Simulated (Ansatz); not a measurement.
`COB(F)Br` and `COB(F)S` differ in one atom or group.

Ansatz, PBE0-D4/def2-TZVP geometries, multiplicity 1. Each molecule was computed in one conformer, which needn't be the lowest.

Scalar relativity is left out up to krypton. Spin–orbit coupling is left out; it splits and shifts lone-pair levels of the heavy atoms by tenths of an eV.

```tsv
property	`COB(F)Br`
LUMO energy (ωB97M-V/def2-TZVPP) / eV	2.14
size of the dipole moment (PBE/def2-TZVPP) / D	2.35
size of the dipole moment (B3LYP/def2-TZVPP) / D	2.44
size of the dipole moment (ωB97M-V/def2-TZVPP) / D	2.42
HOMO–LUMO gap (ωB97M-V/def2-TZVPP) / eV	13.06
HOMO energy (PBE/def2-TZVPP) / eV	-7.30
```

Task: Give the same properties after the change, and the shifts. (An estimate is asked.)

Result: Computed: 
```json
{"property": "LUMO energy (ωB97M-V/def2-TZVPP) / eV", "`COB(F)S`": "2.09", "shift": "-0.05"}
{"property": "size of the dipole moment (PBE/def2-TZVPP) / D", "`COB(F)S`": "2.15", "shift": "-0.20"}
{"property": "size of the dipole moment (B3LYP/def2-TZVPP) / D", "`COB(F)S`": "2.18", "shift": "-0.26"}
{"property": "size of the dipole moment (ωB97M-V/def2-TZVPP) / D", "`COB(F)S`": "2.19", "shift": "-0.23"}
{"property": "HOMO–LUMO gap (ωB97M-V/def2-TZVPP) / eV", "`COB(F)S`": "11.96", "shift": "-1.10"}
{"property": "HOMO energy (PBE/def2-TZVPP) / eV", "`COB(F)S`": "-6.41", "shift": "0.89"}
```

With PBE0 the HOMO rises by 0.99 eV and the LUMO rises by 0.24 eV, so the gap narrows by about 0.75 eV. PBE moves the HOMO by 0.89 eV and ωB97M-V by 1.06 eV. Dipoles are sizes alone; their direction can turn.

B3LYP here is the variant with VWN-RPA as its local correlation; programs differ in this.
